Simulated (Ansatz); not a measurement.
`N[C@@H](F)[Si@@H](O)F` + `CO[SiH2]S[SiH2]F` → `NC(F)[SiH2]O` + `CO[SiH2]S[SiH](F)F`  (redistribution)

Gas-phase electronic energies from Ansatz, PBE0-D4/def2-TZVP geometries. CCSD(T)/CBS adds triple-zeta CCSD(T) − MP2 to the extrapolated MP2 energy (def2 sets, frozen cores). DFT in def2-TZVPP. B3LYP here is the variant with VWN-RPA as its local correlation; programs differ in this. One conformer a species, not always the lowest.

`N[C@@H](F)[Si@@H](O)F`:

```xyz
11

N    -0.718    0.975    1.087
C     0.504    0.400    0.729
F     0.919   -0.652    1.606
Si    0.427   -0.369   -0.993
O    -1.060   -1.034   -1.096
F     0.611    0.781   -2.083
H    -1.509    0.355    0.985
H    -0.719    1.427    1.990
H     1.298    1.150    0.801
H     1.497   -1.359   -1.243
H    -1.250   -1.673   -1.782
```

`CO[SiH2]S[SiH2]F`:

Z-matrix (Å, degrees):
```
C
O 1 1.412
H 1 1.095 2 111.9
H 1 1.092 2 109.5 3 120.4
H 1 1.092 2 109.0 3 -120.6
Si 2 1.631 1 126.7 3 -1.6
S 6 2.149 2 112.0 1 -108.3
H 6 1.485 2 109.0 1 13.1
H 6 1.480 2 109.8 1 135.5
Si 7 2.112 6 98.7 2 32.5
F 10 1.602 7 110.8 6 54.6
H 10 1.478 7 112.6 6 -64.2
H 10 1.479 7 106.6 6 172.6
```

`NC(F)[SiH2]O`:

Cartesian coordinates in Å:
```
N 1.026 0.912 -0.972
C 0.252 -0.247 -0.836
F -0.721 -0.392 -1.875
Si -0.734 -0.276 0.783
O 0.347 -0.549 1.993
H 1.595 0.933 -1.807
H 0.498 1.768 -0.883
H 0.897 -1.125 -0.928
H -1.410 1.045 0.926
H -1.762 -1.347 0.728
H 0.013 -0.722 2.873
```

`CO[SiH2]S[SiH](F)F`:

```xyz
13

C    -1.322   -0.460   -1.363
O    -0.434   -0.903   -0.356
Si    1.200   -0.856   -0.443
S     1.914   -0.162    1.451
Si    0.265    1.089    1.853
F    -0.078    2.005    0.600
F     0.714    2.056    3.026
H    -0.898    0.369   -1.938
H    -2.240   -0.120   -0.883
H    -1.563   -1.281   -2.045
H     1.799   -2.197   -0.635
H     1.603    0.058   -1.541
H    -0.961    0.402    2.274
```

Question: Is it downhill or uphill in electronic energy at CCSD(T)/CBS, and by how much? (An estimate is asked.)

Answer: Ansatz gave: Uphill: ΔE = +7.9 kJ/mol.

Question: What do these levels give: PBE-D4, r2SCAN, B3LYP, HF/def2-QZVPP, SCS-MP2/def2-QZVPP, MP2/CBS(def2)? (Best estimate.)

Answer: Computed: PBE-D4 9.0, r2SCAN 7.6, B3LYP 8.9, HF/def2-QZVPP 7.0, SCS-MP2/def2-QZVPP 7.9, MP2/CBS(def2) 8.2 kJ/mol.

Largest T1 diagnostic among the species: 0.012.
